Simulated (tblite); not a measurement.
Compound: C₄H₁₁B₂F₃Si.
SMILES with atom numbers: `[BH2:1][Si@@H:2]([BH:3][CH2:4][CH2:5][CH3:6])[C:7]([F:8])([F:9])[F:10]` (hydrogens: H11, H12 on B1; H13 on Si2; H14 on B3; H15, H16 on C4; H17, H18 on C5; H19, H20, H21 on C6)

Computed with GFN2-xTB (tblite), gas phase: L-BFGS steps from a force-field or distance-geometry start until the largest atomic force falls under 0.01 eV/Å.

Geometry at step 6:
```
atom  x, y, z in Å
B1     -2.2015   -1.3804   -0.8036
Si2    -1.9551   -0.1559    0.6896
B3     -0.0795    0.0882    1.1910
C4      0.9953    0.4276    0.0905
C5      1.9892   -0.7284   -0.0866
C6      3.0633   -0.4049   -1.1173
C7     -2.5802    1.6075    0.0572
F8     -3.8884    1.6345   -0.2871
F9     -2.4326    2.6059    0.9608
F10    -1.9220    2.0412   -1.0445
H11    -1.6201   -1.2475   -1.8107
H12    -2.8463   -2.3408   -0.6295
H13    -2.8558   -0.3753    1.8468
H14     0.2621   -0.1779    2.2783
H15     0.5748    0.6702   -0.8875
H16     1.5636    1.3063    0.4050
H17     2.4632   -0.9577    0.8686
H18     1.4491   -1.6233   -0.4070
H19     3.7557   -1.2430   -1.2249
H20     2.6197   -0.2023   -2.0917
H21     3.6366    0.4729   -0.8114
```

**Question.** Give the atomic forces at this geometry.

**Answer.** 
| atom | Fx (eV/Å) | Fy (eV/Å) | Fz (eV/Å) |
| --- | --- | --- | --- |
| B1 | -0.028 | -0.153 | 0.005 |
| Si2 | -0.120 | 0.085 | 0.085 |
| B3 | 0.050 | -0.060 | -0.035 |
| C4 | -0.127 | 0.119 | 0.134 |
| C5 | 0.133 | -0.139 | -0.062 |
| C6 | 0.175 | 0.048 | -0.041 |
| C7 | -0.179 | 0.437 | -0.074 |
| F8 | 0.037 | -0.144 | 0.063 |
| F9 | 0.034 | -0.168 | 0.054 |
| F10 | 0.092 | -0.180 | 0.026 |
| H11 | -0.124 | -0.038 | 0.000 |
| H12 | 0.053 | -0.036 | -0.193 |
| H13 | -0.091 | 0.156 | -0.061 |
| H14 | 0.194 | 0.041 | 0.005 |
| H15 | -0.015 | -0.007 | 0.003 |
| H16 | 0.097 | 0.041 | 0.004 |
| H17 | 0.009 | 0.008 | 0.037 |
| H18 | -0.026 | -0.006 | 0.011 |
| H19 | -0.099 | 0.102 | 0.017 |
| H20 | 0.010 | -0.004 | 0.070 |
| H21 | -0.076 | -0.103 | -0.047 |

The largest, 0.48 eV/Å, acts on C7; the rms over all components is 0.106 eV/Å. The forces sum to zero within rounding, as they must for an isolated molecule in no field.

**Question.** Give the force on C7 in Eh/bohr and in nN.

**Answer.** 0.478 eV/Å ÷ 51.422 = 0.00930 Eh/bohr, and 0.478 eV/Å × 1.602 = 0.77 nN.

**Question.** How far is this geometry from the end of the optimisation?

**Answer.** 0.132 eV above it, and 0.917 Å rms away after alignment. The bonds farthest from their final lengths, with half the difference of the two atoms' forces along the bond (positive lengthens):

```tsv
bond	now (Å)	final (Å)	force along bond (eV/Å)
Si2–B3	1.957	1.974	+0.06
B3–C4	1.575	1.564	-0.10
B1–Si2	1.947	1.956	+0.10
C4–H16	1.093	1.100	+0.01
C6–H19	1.092	1.088	-0.11
C6–H21	1.092	1.088	-0.13
```

The angle farthest from its final value is B3–C4–C5, 111.1° against 117.4°.

Of the 2 listed bonds off by 0.010 Å or more, this force points towards the final length in 2.

What follows is the cost of the whole relaxation. Time: 3.5 s of wall time. Hardware: one thread of an Arm Neoverse N1, no GPU, shared host.
